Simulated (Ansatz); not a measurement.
**Question.** Name a neutral molecule of Al, B, F, S, Si and H with HOMO energy (ωB97M-V/def2-TZVPP) between -9.25 and -8.95 eV and size of the dipole moment (ωB97M-V/def2-TZVPP) between 1.95 and 2.25 D (Ansatz, PBE0-D4/def2-TZVP geometry).

**Answer.** `F[B]1[AlH][SiH2]S1` (-9.18 eV, 2.14 D). Other molecules can fit too; these were computed, each in one conformer that needn't be the lowest.
